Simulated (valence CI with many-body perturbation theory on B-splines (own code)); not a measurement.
E1 transitions of Cs⁵⁰⁺

Computed by valence CI with perturbative core correlation (CI+MBPT): three valence electrons over a frozen Dirac-Fock core [He], radial functions for each j: 11 s, 11 p, 9 d, 7 f, 5 g, 2 h, 1 i, with the one-electron correlation potential Σ1, the two-electron term Σ2, the three-electron term Σ3, Breit, model QED; selected CI, second order for the rest (own B-spline code, finite nucleus).

The last digits are not significant, and no measured levels were compared; by estimate large intervals hold to a few tenths of a per cent, small ones and those within an open d or f shell to about a per cent.

Lines 151 to 200 of 283 in falling wavelength, among levels below 6362.3 eV, chosen from the strongest by gf and those to the six lowest levels. Wavelengths and rates use the calculated energies. Electric multipoles are in the length gauge, E1 and E2 with the static RPA response of the core. Weak lines are less certain than strong ones. Lines between different terms over intervals too small for the method are left out, as are lines whose strength nearly cancels. The highest levels of a list are the least certain.

Levels are named by their leading jj configuration (3d3/2^4 stands for four electrons in 3d with j = 3/2), which in mixed levels can hold well under half, so a name can repeat and another be missing. Letters in brackets count levels of one name in rising energy.

```
λ vac (nm)                          Upper                       Lower   A (s⁻¹)  S (a.u.)
    0.2372  (2p1/2 2p3/2 3d5/2) J=5/2 [b]       (2p1/2 2p3/2^2) J=3/2  4.41e+14  1.74e-02
    0.2371             (2s^2 3d3/2) J=3/2          (2s^2 2p3/2) J=3/2  8.23e+13  2.17e-03
    0.2369         (2s 2p1/2 3d3/2) J=5/2  (2s 2p1/2 2p3/2) J=3/2 [a]  2.55e+13  1.00e-03
    0.2369     (2s 2p3/2 3d5/2) J=5/2 [b]          (2s 2p3/2^2) J=3/2  6.58e+14  2.59e-02
    0.2367     (2s 2p3/2 3d5/2) J=3/2 [b]          (2s 2p3/2^2) J=3/2  1.53e+14  4.01e-03
    0.2367     (2s 2p3/2 3d5/2) J=3/2 [b]          (2s 2p3/2^2) J=1/2  3.05e+14  7.99e-03
    0.2365         (2s 2p1/2 3d3/2) J=1/2  (2s 2p1/2 2p3/2) J=3/2 [a]  1.00e+13  1.31e-04
    0.2365         (2s 2p1/2 3d5/2) J=7/2      (2s 2p1/2 2p3/2) J=5/2  4.33e+14  2.26e-02
    0.2365     (2s 2p3/2 3d5/2) J=5/2 [a]          (2s 2p3/2^2) J=5/2  3.41e+14  1.34e-02
    0.2363     (2s 2p3/2 3d5/2) J=3/2 [a]          (2s 2p3/2^2) J=5/2  6.36e+13  1.66e-03
    0.2362     (2s 2p1/2 3d3/2) J=3/2 [b]  (2s 2p1/2 2p3/2) J=3/2 [a]  5.65e+13  1.47e-03
    0.2361     (2s 2p3/2 3d5/2) J=7/2 [a]          (2s 2p3/2^2) J=5/2  6.43e+14  3.34e-02
    0.2360     (2s 2p1/2 3d5/2) J=5/2 [b]      (2s 2p1/2 2p3/2) J=5/2  4.41e+13  1.72e-03
    0.2360         (2s 2p1/2 3d5/2) J=3/2      (2s 2p1/2 2p3/2) J=5/2  1.81e+12  4.69e-05
    0.2359     (2s 2p1/2 3d5/2) J=5/2 [a]  (2s 2p1/2 2p3/2) J=3/2 [a]  3.97e+14  1.54e-02
    0.2357             (2s^2 3d5/2) J=5/2          (2s^2 2p3/2) J=3/2  4.68e+14  1.81e-02
    0.2351          (2p1/2^2 3p1/2) J=1/2  (2s 2p1/2 2p3/2) J=3/2 [a]  2.76e+12  3.54e-05
    0.2350     (2s 2p3/2 3d3/2) J=5/2 [b]          (2s 2p3/2^2) J=5/2  2.46e+13  9.46e-04
    0.2346     (2s 2p1/2 3d5/2) J=5/2 [b]  (2s 2p1/2 2p3/2) J=3/2 [a]  3.78e+13  1.45e-03
    0.2346         (2s 2p1/2 3d5/2) J=3/2  (2s 2p1/2 2p3/2) J=3/2 [a]  1.34e+13  3.42e-04
    0.2340     (2s 2p3/2 3d5/2) J=7/2 [b]          (2s 2p3/2^2) J=5/2  1.61e+14  8.15e-03
    0.2336          (2p1/2^2 3p3/2) J=3/2      (2s 2p1/2 2p3/2) J=1/2  1.03e+13  2.60e-04
    0.2331         (2s 2p1/2 3p3/2) J=5/2          (2s^2 2p3/2) J=3/2  8.08e+12  3.03e-04
    0.2325        (2s 2p3/2 3s) J=3/2 [a]      (2s 2p1/2 2p3/2) J=1/2  1.61e+12  3.99e-05
    0.2320        (2s 2p1/2 3s) J=1/2 [a]          (2s 2p1/2^2) J=1/2  1.03e+13  1.27e-04
    0.2312            (2s 2p1/2 3s) J=3/2          (2s 2p1/2^2) J=1/2  1.77e+13  4.32e-04
    0.2311            (2s 2p3/2 3s) J=5/2      (2s 2p1/2 2p3/2) J=5/2  1.35e+13  4.94e-04
    0.2303        (2s 2p3/2 3s) J=3/2 [a]      (2s 2p1/2 2p3/2) J=5/2  9.56e+12  2.31e-04
    0.2303            (2s 2p3/2 3s) J=1/2      (2s 2p1/2 2p3/2) J=1/2  3.81e+12  4.60e-05
    0.2302        (2s 2p1/2 3s) J=1/2 [b]          (2s 2p1/2^2) J=1/2  2.47e+12  2.97e-05
    0.2302        (2s 2p3/2 3s) J=3/2 [b]      (2s 2p1/2 2p3/2) J=1/2  4.36e+12  1.05e-04
    0.2298            (2s 2p3/2 3s) J=5/2  (2s 2p1/2 2p3/2) J=3/2 [a]  6.94e+12  2.49e-04
    0.2296                (2s^2 3s) J=1/2          (2s^2 2p1/2) J=1/2  1.96e+13  2.34e-04
    0.2293             (2s^2 3p3/2) J=3/2          (2s 2p1/2^2) J=1/2  6.22e+12  1.48e-04
    0.2290        (2s 2p3/2 3s) J=3/2 [a]  (2s 2p1/2 2p3/2) J=3/2 [a]  3.20e+12  7.57e-05
    0.2280        (2s 2p3/2 3s) J=3/2 [b]      (2s 2p1/2 2p3/2) J=5/2  5.08e+11  1.19e-05
    0.2267        (2s 2p3/2 3s) J=3/2 [b]  (2s 2p1/2 2p3/2) J=3/2 [a]  4.86e+11  1.12e-05
    0.2245  (2p1/2 2p3/2 3d3/2) J=3/2 [a]       (2p1/2^2 2p3/2) J=3/2  7.30e+13  1.63e-03
    0.2245  (2p1/2 2p3/2 3d3/2) J=5/2 [a]       (2p1/2^2 2p3/2) J=3/2  2.88e+13  9.63e-04
    0.2243     (2s 2p3/2 3d3/2) J=3/2 [a]      (2s 2p1/2 2p3/2) J=1/2  2.60e+13  5.80e-04
    0.2242     (2s 2p3/2 3d3/2) J=1/2 [a]      (2s 2p1/2 2p3/2) J=1/2  1.00e+13  1.12e-04
    0.2235  (2p1/2 2p3/2 3d3/2) J=5/2 [b]       (2p1/2^2 2p3/2) J=3/2  4.76e+14  1.57e-02
    0.2234      (2p1/2 2p3/2 3p1/2) J=1/2      (2s 2p1/2 2p3/2) J=1/2  1.86e+13  2.05e-04
    0.2234     (2s 2p1/2 3d3/2) J=3/2 [a]          (2s 2p1/2^2) J=1/2  4.65e+13  1.02e-03
    0.2233  (2p1/2 2p3/2 3p1/2) J=3/2 [a]      (2s 2p1/2 2p3/2) J=1/2  6.42e+13  1.41e-03
    0.2233  (2p1/2 2p3/2 3d3/2) J=3/2 [b]       (2p1/2^2 2p3/2) J=3/2  4.05e+14  8.90e-03
    0.2230      (2p1/2 2p3/2 3p1/2) J=5/2  (2s 2p1/2 2p3/2) J=3/2 [b]  1.65e+14  5.41e-03
    0.2229  (2p1/2 2p3/2 3d3/2) J=1/2 [b]       (2p1/2^2 2p3/2) J=3/2  5.41e+14  5.92e-03
    0.2229     (2s 2p1/2 3p1/2) J=1/2 [a]          (2s^2 2p1/2) J=1/2  5.17e+13  5.65e-04
    0.2227  (2p1/2 2p3/2 3d5/2) J=3/2 [a]       (2p1/2^2 2p3/2) J=3/2  7.08e+13  1.54e-03
```
